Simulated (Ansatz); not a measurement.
`[BH2][Zn][F]` + `N=C(F)S` → `B/N=C(/F)S` + `[F][ZnH]` at 500 K and 1 bar (cleavage of the B–Zn bond).

Isolated molecules relaxed with PBE0-D4/def2-TZVP in Ansatz; ΔE leaves out vibrations. CCSD(T)/CBS adds triple-zeta CCSD(T) − MP2 to the extrapolated MP2 energy (def2 sets, frozen cores). For Zn outer-core shells are correlated without core-valence functions, which leaves a few kJ/mol of doubt a bond. Scalar relativity is left out up to krypton. Each species was taken in one conformer, which may not be the lowest.

| species | CCSD(T)/CBS energy (Eh) | H − E (kJ/mol) | S (J/(mol·K)) |
| --- | --- | --- | --- |
| `[BH2][Zn][F]` | -1904.16040 | 85.3 | 319.7 |
| `N=C(F)S` | -591.49692 | 116.7 | 326.3 |
| `B/N=C(/F)S` | -616.91068 | 155.6 | 381.0 |
| `[F][ZnH]` | -1878.79355 | 41.6 | 257.8 |

H − E and S are ideal-gas, rigid-rotor, harmonic terms from PBE0-D4/def2-TZVP, for one conformer and one mirror image of each species. 1 Eh = 2625.50 kJ/mol, R = 8.31446 J/(mol·K).

Problem. By hand: ΔE, ΔH, ΔS and ΔG.

Solution. ΔE = (-616.91068) + (-1878.79355) − (-1904.16040) − (-591.49692) = -0.04691 Eh = -123.2 kJ/mol. Δ(H − E) = 155.6 + 41.6 − 85.3 − 116.7 = -4.8, so ΔH = -128.0 kJ/mol. ΔS = 381.0 + 257.8 − 319.7 − 326.3 = -7.2 J/(mol·K). ΔG = -128.0 − 500 × (-7.2)/1000 = -124.4 kJ/mol.

Problem. By hand: the equilibrium constant, and the temperature at which ΔG would vanish if ΔH and ΔS stayed fixed.

Solution. log₁₀ K = −ΔG/(RT ln 10) = 13.0. ΔG = 0 at ΔH/ΔS = 17778 K, far beyond where these terms or the molecules hold.

The number of gas molecules stays the same, so ΔS is small and ΔH decides. A doubt of 5 kJ/mol in ΔE shifts log₁₀ K by 0.5 here. Other conformers and mirror images would add mixing entropy, several J/(mol·K) or more a flexible species. These are equilibria of isolated gas molecules and say nothing of rates. Largest T1 diagnostic: 0.018 (customary marks: 0.02 for closed shells, 0.045 for open ones).
